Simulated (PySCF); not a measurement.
Q: Write Cartesian coordinates for `COC(=O)[C@H](C)O` (methyl lactate) as optimised with CAM-B3LYP/def2-SV(P).

A: 
```
atom  x, y, z in Å
C1     2.4007   -0.4150   -0.4274
O2     1.0562   -0.6023   -0.0027
C3     0.3338    0.4948    0.1852
O4     0.7484    1.6142    0.0148
C5    -1.0848    0.2074    0.6487
C6    -1.8251   -0.6958   -0.3321
O7    -1.7589    1.4177    0.8218
H8     2.4338    0.1516   -1.3709
H9     2.9727    0.1349    0.3365
H10    2.8187   -1.4206   -0.5677
H11   -0.9952   -0.3212    1.6192
H12   -2.8519   -0.8573    0.0316
H13   -1.8854   -0.2108   -1.3204
H14   -1.3210   -1.6694   -0.4339
H15   -1.1239    2.1321    0.6289
```

Any rigid rotation of these coordinates is as good. Atoms count from 1 in this order. The 4 C–O bonds span 1.206 Å (C3=O4, drawn double) to 1.422 Å (C1–O2, drawn single), a spread of 0.216 Å. Of the pairs four or more bonds apart, those above aside, O4···H8 is among the closest relative to their van der Waals radii: 2.63 Å, 97 % of the sum of Bondi's values. H15 on O7 lies 2.04 Å from O4, 4 bonds away (angle at H 118°; Bondi radii sum to 2.72 Å). O2 (ester single-bonded oxygen) is bent (angle 116.6°).

Bonds between heavy atoms (Å): C1–O2 1.422, O2–C3 1.327, C3=O4 1.206, C3–C5 1.520, C5–C6 1.525, C5–O7 1.396.

Computed, not measured: PySCF, CAM-B3LYP/def2-SV(P) geometry optimisation, gas phase.

Point group: C1 (no symmetry element, even within 0.4 Å). CAM-B3LYP/def2-SV(P) frequencies: not computed here. The numbers are those of one conformer (C1–O2–C3–O4 0°, O2–C3–C5–C6 -57°, C3–C5–O7–H -2°).

Hardware: Arm Neoverse N1, one thread, shared host with 64 logical CPUs at a one-minute load of 55. Cost: 2.0 min wall, 0.55 GiB resident at most. This is the geometry optimisation.
